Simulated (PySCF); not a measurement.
# Reading the logs of faulty runs: H5N2Si2

Calculated results; nothing here was measured. The program is PySCF 2.14.0, an open-source quantum chemistry code, run on an isolated molecule that a program drew, which may never have been made. The molecule is H5N2Si2 (charge 0, doublet), drawn as the SMILES string `N[SiH]N=[SiH2]`.

Each row is a Hartree-Fock (HF) and frozen-core CCSD(T) single point in the cc-pV(D+d)Z basis, meant for a local HF minimum. Run 1 is clean. Each other run has one planted mistake out of seven kinds, and not every kind appears here: one electron removed, one electron added, multiplicity raised by two, geometry at a saddle point, minimal basis STO-3G, one bond length entered in bohr, all coordinates scaled. The reference is restricted for singlets and unrestricted otherwise, and also for a bond in bohr. Adding or removing an electron swaps singlet and doublet. Electrons count all cores. HOMO and LUMO are orbital energies over both spins, the gradient is its largest component, and the lowest frequency (negative if imaginary) is given only where the gradient is small. Bond lengths are over the 8 bonds as drawn. T1 is the CCSD diagnostic: over 0.02 (restricted) or 0.045 (unrestricted) a single reference is doubtful.

Geometry of the clean run:
```xyz
9
H5N2Si2, angstrom
N    -2.0513   -0.3457   -0.7618
Si   -0.7807    0.7392   -0.6915
N     0.7183    0.4200   -0.4511
Si    2.3201   -0.0601   -0.2969
H    -3.0017   -0.0711   -0.9154
H    -1.9367   -1.3338   -0.6444
H    -1.3458    2.0773   -0.9021
H     3.1906    1.0036    0.2776
H     2.4864   -1.2778    0.5481
```

```
run,electrons,basis functions,<S^2>,HOMO (eV),LUMO (eV),gradient (hartree/bohr),lowest frequency (cm^-1),mean bond (Å),longest bond (Å),T1,HF (hartree),CCSD(T) (hartree),mistake
1,47,99,0.756,-7.28,2.24,2.7e-06,38,1.4193,1.679,0.0172,-689.68799,-690.25278,no fault
2,46,99,0.000,-15.80,-5.41,1.0e-01,-,1.4193,1.679,0.0212,-689.45351,-690.01442,one electron removed
3,47,99,3.779,-4.33,0.08,1.5e-01,-,1.4193,1.679,0.0225,-689.53627,-690.06793,multiplicity raised by two
4,47,99,1.865,-7.49,1.77,2.5e-02,-,1.6053,3.160,0.0266,-689.55276,-690.08850,?
5,47,99,0.765,-7.68,1.63,7.0e-02,-,1.5527,1.837,0.0214,-689.61128,-690.20273,?
```

**Which mistake was planted in run 4, and what did it cost?**

The mean bond changes by a factor of 1.131 and the longest by 1.882, so the molecule wasn't scaled as a whole. A length L in bohr read as angstrom grows by (1/0.5292 - 1) L = 0.890 L. The 8 bonds together grew by 8 x 0.1860 = 1.488 Å, which gives L = 1.672 Å. That is the length of one of the N-Si bonds, 1.672 Å in the clean geometry. So the mistake is: one bond length entered in bohr. Subtracting run 1 and multiplying by 627.51 kcal/mol a hartree, the energy moved by 84.9 kcal/mol in HF and 103.1 kcal/mol in CCSD(T).

**Which mistake was planted in run 5, and what did it cost?**

The mean and the longest bond both change by the same factor, 1.094, and the gradient is no longer small. So the mistake is: all coordinates scaled. Subtracting run 1 and multiplying by 627.51 kcal/mol a hartree, the energy moved by 48.1 kcal/mol in HF and 31.4 kcal/mol in CCSD(T).

Cautions from the logs. Run 2: T1 is over the limit, so its CCSD(T) energy is less reliable.
